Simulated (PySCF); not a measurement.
**Bi2OF4 at several levels of theory**

Computed with PySCF 2.14.0 (density fitting, no spin-orbit coupling) at the geometry relaxed with B3LYP:

```xyz
7
Bi2OF4 (singlet)
Bi    0.6289    0.0000    1.9498
Bi   -0.6289    0.0000   -1.9498
O     0.0000    0.0000    0.0000
F    -0.6027    1.4973    2.5773
F    -0.6027   -1.4973    2.5773
F     0.6027    1.4973   -2.5773
F     0.6027   -1.4973   -2.5773
```

```json
{"level": "B3LYP", "basis": "Bi def2-SVP with ECP60, O def2-SVP, F def2-SVP", "state": "singlet", "HOMO (eV)": "-8.31", "gap (eV)": "6.32", "charge on Bi1 (e)": "1.31", "dipole about the centre of mass (D)": "0.00", "largest force component (eV/Å)": "0.05"}
{"level": "B3LYP", "basis": "Bi def2-TZVP with ECP60, O def2-TZVP, F def2-TZVP", "state": "singlet", "HOMO (eV)": "-8.75", "gap (eV)": "6.42", "charge on Bi1 (e)": "1.41", "dipole about the centre of mass (D)": "0.00", "largest force component (eV/Å)": "0.70"}
{"level": "B3LYP", "basis": "Bi x2c-SVPall, O x2c-SVPall, F x2c-SVPall", "state": "singlet", "HOMO (eV)": "-8.32", "gap (eV)": "6.35", "charge on Bi1 (e)": "1.37", "dipole about the centre of mass (D)": "0.00", "largest force component (eV/Å)": "0.83"}
```

Charges are Mulliken's, which hang on the basis. The relaxation used the grid (50, 194), these runs (75, 302) or, all-electron (x2c bases, spin-free X2C Hamiltonian), (99, 590).

Question: Order these levels, in the first row's basis, by the HOMO–LUMO gap they give here, smallest first.
A. PBE0
B. HF
C. PBE
D. r2SCAN

Answer: C (4.64 eV), D (5.19 eV), A (6.79 eV), B (13.05 eV).

Question: And their other results?

Answer: 
| level | state | HOMO (eV) | gap (eV) | charge on Bi1 (e) | dipole about the centre of mass (D) | largest force component (eV/Å) |
| --- | --- | --- | --- | --- | --- | --- |
| HF | singlet | -11.92 | 13.05 | 1.77 | 0.00 | 1.06 |
| PBE | singlet | -7.06 | 4.64 | 1.18 | 0.00 | 0.38 |
| r2SCAN | singlet | -7.48 | 5.19 | 1.32 | 0.00 | 0.16 |
| PBE0 | singlet | -8.61 | 6.79 | 1.35 | 0.00 | 0.43 |

In the first row's basis the gap widens with exact exchange: 4.6 to 5.2 eV for PBE, r2SCAN (none); 6.3 to 6.8 eV for B3LYP, PBE0 (a fixed share); 13.0 eV for Hartree–Fock (rising or full at long range).

A frequency check found unstable modes (2, the lowest at -46 cm⁻¹), so the relaxed geometry is probably a saddle point.
